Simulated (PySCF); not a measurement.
Tc: ionisation energy

Tc [Kr] 4d5 5s2 (6S) → Tc⁺ [Kr] 4d5 5s1 (7S), as a difference of total energies. Calculation: PySCF 2.14, in def2-TZVPPD with the def2 core potential (28 electrons) (6s4p3d2f1g, 56 functions); a scalar-relativistic core potential. Correlated levels: valence: 4s2 4p6 frozen. The calculations carry no spin-orbit coupling.

```tsv
method	ionisation energy (eV)
UHF	5.542
MP2 (valence)	6.664
SCS-MP2 (valence)	6.914
CCSD (valence)	6.787
CCSD(T) (valence)	6.881
```

Task: How much does correlation contribute at CCSD(T) (valence)?

Result: 6.881 − (5.542) = 1.339 eV, measured against UHF.

Errors of the correlated levels include the incompleteness of this basis and the frozen core.

For comparison: 7.119 eV (measured; NIST Atomic Spectra Database, ionization energies).
